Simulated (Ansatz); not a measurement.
Gas-phase electronic energies from Ansatz, PBE0-D4/def2-TZVP geometries. CCSD(T)/CBS is the MP2 limit (def2-TZVPP, def2-QZVPP) plus CCSD(T) − MP2 in def2-TZVPP, frozen cores. DFT in def2-TZVPP. B3LYP here is the variant with VWN-RPA as its local correlation; programs differ in this. Elements past krypton have def2 core potentials. For Te outer-core shells are correlated without core-valence functions, which leaves a few kJ/mol of doubt a bond. One conformer a species, not always the lowest.

Reaction (ligand exchange at the Si–Te bond): `O=C[Te][SiH3]` + `F[SiH](F)S` → `F[SiH](F)S[SiH3]` + `O=C[TeH]`

`O=C[Te][SiH3]`:

Cartesian coordinates in Å:
```
O 1.887 2.307 0.790
C 1.235 1.386 0.428
Te -0.789 1.025 1.094
Si -0.978 -1.035 -0.295
H 1.590 0.615 -0.285
H 0.339 -1.156 -0.979
H -2.061 -0.910 -1.300
H -1.222 -2.232 0.547
```

`F[SiH](F)S`:

Z-matrix (Å, degrees):
```
Si
F 1 1.585
S 1 2.104 2 111.3
F 1 1.585 2 105.3 3 120.8
H 1 1.470 2 109.7 3 -121.2
H 3 1.346 1 93.3 2 58.6
```

`F[SiH](F)S[SiH3]`:

Cartesian coordinates in Å:
```
F 1.645 -0.320 -1.118
Si 0.189 -0.924 -1.304
F 0.183 -2.278 -0.480
S -1.266 0.417 -0.603
Si -0.315 0.986 1.247
H -0.043 -1.232 -2.722
H 0.648 2.086 1.012
H 0.375 -0.182 1.843
H -1.416 1.447 2.125
```

`O=C[TeH]`:

```xyz
5

O    -0.141   -0.009    1.857
C     0.153    0.089    0.709
Te   -1.124   -0.530   -0.898
H     1.114    0.510    0.357
H    -0.002   -0.060   -2.025
```

```tsv
level	ΔE (kcal/mol)	difference from CCSD(T)/CBS
B3LYP-D4	-1.1	-0.8
B2PLYP	-0.6	-0.3
PBE	0.4	0.7
PBE0	0.0	0.3
B3LYP	-0.5	-0.2
MP2/def2-TZVPP	-0.3	0.0
SCS-MP2/def2-TZVPP	-1.0	-0.7
CCSD(T)/def2-TZVPP	-0.9	-0.6
SCS-MP2/def2-QZVPP	-0.7	-0.4
CCSD/CBS(def2)	-0.6	-0.3
CCSD(T)/CBS	-0.3	0
```

Largest T1 diagnostic among the species: 0.016.

In def2-TZVPP, CCSD(T) changes the Hartree–Fock value by +1.3 kcal/mol (the triples alone add +0.3 kcal/mol) and MP2 by +1.9 kcal/mol.
